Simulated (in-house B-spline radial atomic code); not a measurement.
Cr⁺. Computed with a B-spline radial atomic code. Model: non-relativistic spherical atom: semilocal Troullier-Martins pseudo-atom, one channel per l, against all electrons, high spin, G0W0 and RPA with empty states to l = 8, local potential for every l without a channel, a model core (radius 0 = none) keeps its share of the functional.

What the tables leave out is listed at the end.

The pseudopotential gives back the lowest level of each angular momentum of its own functional in the configuration it was made in; a second state of the same l is only approximately right. Exact exchange, RPA and GW see the smooth pseudo-orbitals and miss the exchange with the core, for which the functional's share stands in. The column with an uncorrelated core keeps all orbitals and exact exchange, and so separates missing core correlation from pseudisation. Only the three outermost levels and the lowest empty one were computed. RPA here is direct RPA, with no exchange kernel, and its energies carry an (l + 1/2)⁻⁴ tail. A hybrid on a potential with a model core restores only its own semilocal share of the core's exchange.

Command:
```bash
python run_psgw.py task.json out
```
Settings (lengths in bohr, energies in hartree):
```
Z                      24
electrons              23
configuration          [Ar] 3d5
generated_in           [Ar] 3d5 4s1
functional             pbe,pbe
core_shells            3
radius_factor          1.3
core_correction        True
```

Run time, properties included: 31 s on 1 thread of Arm Neoverse N1 (shared host).

Given: made with PBE; model core radius 0.462 bohr; local radius 1.332 bohr; mean-field start PBE.

Valence shells of the generating configuration: 3s, 3p, 4s, 3d.

Channel: s 1.017, p 1.036, d 3.12 (radii in bohr).

Computed: largest level miss in the spin-unpolarised generating configuration 0.064 eV; valence RPA correlation energy all-electron orbitals -0.83111 hartree; all-electron RPA polarisability, core included 11.616 bohr³; pseudo-atom RPA polarisability 10.999 bohr³.

```json
{"level": "3d up", "occupied": "1", "mean-field all-electron (eV)": "-10.99", "mean-field pseudo minus all (eV)": "-0.577", "G0W0 all-electron (eV)": "-15.997", "G0W0 uncorrelated core minus all (eV)": "0.077", "G0W0 pseudo minus all (eV)": "-0.613", "exchange self-energy all-electron (eV)": "-33.334", "exchange self-energy pseudo (eV)": "-26.444"}
{"level": "4s up (empty)", "occupied": "0", "mean-field all-electron (eV)": "-10.285", "mean-field pseudo minus all (eV)": "-0.139", "G0W0 all-electron (eV)": "-7.1764", "G0W0 uncorrelated core minus all (eV)": "0.01", "G0W0 pseudo minus all (eV)": "-0.272", "exchange self-energy all-electron (eV)": "-3.1937", "exchange self-energy pseudo (eV)": "-3.1453"}
```

Task: What is the valence RPA correlation energy pseudo?

Result: -0.70904 hartree.

Given: mean-field start PBE0.

Computed: valence RPA correlation energy all-electron orbitals -0.78331 hartree; all-electron RPA polarisability, core included 8.4603 bohr³; pseudo-atom RPA polarisability 8.5794 bohr³.

```
        level  occupied  mean-field all-electron (eV)  mean-field pseudo minus all (eV)  G0W0 all-electron (eV)  G0W0 uncorrelated core minus all (eV)  G0W0 pseudo minus all (eV)  exchange self-energy all-electron (eV)  exchange self-energy pseudo (eV)
        3d up         1                       -12.732                            -0.467                  -16.43                                  0.061                      -0.303                                 -33.717                           -26.707
4s up (empty)         0                       -9.0636                            -0.186                 -6.9021                                   0.01                      -0.311                                 -2.8539                           -2.8569
```

Task: What is the valence RPA correlation energy pseudo?

Result: -0.67286 hartree.

Among the listed levels the largest G0W0 shift of the pseudo-atom is -0.61 eV, for 3d up on the PBE start, while leaving the core uncorrelated moves that level by +0.08 eV. So pseudisation and the lost core exchange, not the missing core correlation, make the error. Not in the tables (levels of low weight, unsolved or above zero; the highest and the empty levels are kept at any weight): on PBE the G0W0 levels 3p down (pseudo minus all -2.19 eV, weights 0.63 and 0.62), 3p up (pseudo minus all -6.51 eV, weights 0.05 and 0.08); on PBE0 the G0W0 levels 3p down (pseudo minus all -2.29 eV, weights 0.74 and 0.77), 3p up (pseudo minus all -1.36 eV, weights 0.41 and 0.34); no Hartree-Fock pseudo-atom is run with a model core.
